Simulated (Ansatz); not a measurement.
AlBrH₃OSi (`[SiH3][O][Al][Br]`) radical, relaxed with UKS PBE0-D4/def2-TZVP in the Gaussian-basis code of Ansatz from a PBE-D4/def2-SVP geometry. The force threshold is 0.005 eV/Å; the program also tests the step.

Total charge 0; spin multiplicity 2.

Start:

```xyz
7

Si    0.741   -0.082   -0.907
O    -0.072   -0.344    0.527
Al   -0.952   -0.492    1.984
Br   -2.694    0.931    2.439
H     0.147    1.093   -1.636
H     2.193    0.198   -0.627
H     0.638   -1.303   -1.781
```

| step | energy (eV) | largest force (eV/Å) | largest move (Å) |
| --- | --- | --- | --- |
| 1 | -86604.8104 | 0.774 | 0.000 |
| 2 | -86604.8517 | 0.606 | 0.048 |
| 3 | -86604.8639 | 0.036 | 0.030 |
| 4 | -86604.8640 | 0.008 | 0.002 |
| 5 | -86604.8640 | 0.001 | 0.011 |
| 6 | -86604.8640 | 0.002 | 0.007 |
| 7 | -86604.8640 | 0.002 | 0.001 |

End:

```xyz
7

Si    0.725   -0.079   -0.883
O    -0.051   -0.339    0.527
Al   -0.931   -0.507    1.943
Br   -2.643    0.930    2.371
H     0.126    1.081   -1.593
H     2.160    0.200   -0.620
H     0.615   -1.286   -1.744
```

Hardware: 4 threads of a server CPU on a shared host. Wall time 41 s, peak host memory 0.63 GiB.
